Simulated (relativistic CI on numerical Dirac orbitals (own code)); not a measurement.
**Ce57+: sensitivity of the levels to the model**

Base calculation: Dirac-Coulomb-Breit CI, separate exchange-only KLI orbitals for each configuration, model QED (radiative potential, 1s self-energy scaled to tabulated hydrogen-like ionisation energies).

CI space: 1s, 2s, 2p, 3s, 3p, 3d, 4s, 4p, 4d, 4f, 5s, 5p, 5d, 5f, 5g, 6s, 6p, 6d. Levels of other configurations are missing.

Variants: (1) QED terms removed; (2) non-relativistic limit. Shifts of the energy above 1s 2S_1/2, in eV, for the lowest level and the first level of each name with at least 55 % of one term (blank where a level changes its place among those of its configuration and J or its character, or is not in the variant):

| Level | Base | Δ(1) | Δ(2) |
| --- | --- | --- | --- |
| 1s 2S_1/2 | 0.0 | 0.0 | 0.0 |
| 2p 2P°_1/2 | 35815.4 | +54.9 | -1490.1 |
| 2s 2S_1/2 | 35824.7 | +46.2 | -1499.2 |
| 2p 2P°_3/2 | 36393.8 | +54.0 | -2068.5 |
| 3p 2P°_1/2 | 42631.0 | +55.2 | -1948.8 |
| 3s 2S_1/2 | 42633.8 | +52.7 | -1951.6 |
| 3d 2D_3/2 | 42802.6 | +55.4 | -2120.4 |
| 3p 2P°_3/2 | 42803.0 | +55.0 | -2120.8 |
| 3d 2D_5/2 | 42854.9 | +55.3 | -2172.8 |
| 4p 2P°_1/2 | 44992.2 | +55.3 | -2085.2 |
| 4s 2S_1/2 | 44993.4 | +54.2 | -2086.3 |
| 4d 2D_3/2 | 45064.3 | +55.4 | -2157.2 |
| 4p 2P°_3/2 | 45064.5 | +55.2 | -2157.4 |
| 4f 2F°_5/2 | 45086.4 | +55.4 | -2179.4 |
| 4d 2D_5/2 | 45086.5 | +55.3 | -2179.4 |
| 4f 2F°_7/2 | 45097.3 | +55.3 | -2190.2 |
| 5p 2P°_1/2 | 46074.9 | +55.3 | -2138.0 |
| 5s 2S_1/2 | 46075.5 | +54.8 | -2138.6 |
| 5d 2D_3/2 | 46111.6 | +55.3 | -2174.8 |
| 5p 2P°_3/2 | 46111.7 | +55.3 | -2174.8 |
| 5f 2F°_5/2 | 46123.0 | +55.4 | -2186.1 |
| 5d 2D_5/2 | 46123.0 | +55.3 | -2186.1 |
